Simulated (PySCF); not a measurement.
C2H6Zn. Atoms are numbered in the order given.

```xyz
9

Zn    -0.0480    -0.8491     0.0000
H     -0.5960    -2.3056     0.0000
C      0.6529     0.9787     0.0000
C     -0.4061     2.0910     0.0000
H      1.3213     1.0853    -0.8840
H      1.3213     1.0853     0.8840
H     -1.0675     2.0410     0.8906
H     -1.0675     2.0410    -0.8906
H      0.0490     3.1063     0.0000
```

Geometry: PBE-D3(BJ)/def2-SVP.

Calculation: PBE0/def2-TZVPD run with PySCF.

Mulliken values depend strongly on the basis, most of all with diffuse functions as here. ESP charges are fitted to the potential on shells at 1.4 to 2.0 van der Waals radii. Atomic charges (e):

| atom | Mulliken | ESP fit | meta-Löwdin |
|---|---|---|---|
| Zn1 | -0.07 | 0.51 | 0.96 |
| H2 | 0.05 | -0.31 | -0.43 |
| C3 | -0.22 | -0.20 | -0.71 |
| C4 | -0.81 | -0.03 | -0.33 |
| H5 | 0.25 | 0.01 | 0.10 |
| H6 | 0.25 | 0.01 | 0.10 |
| H7 | 0.18 | 0.00 | 0.10 |
| H8 | 0.18 | 0.00 | 0.10 |
| H9 | 0.19 | 0.02 | 0.10 |
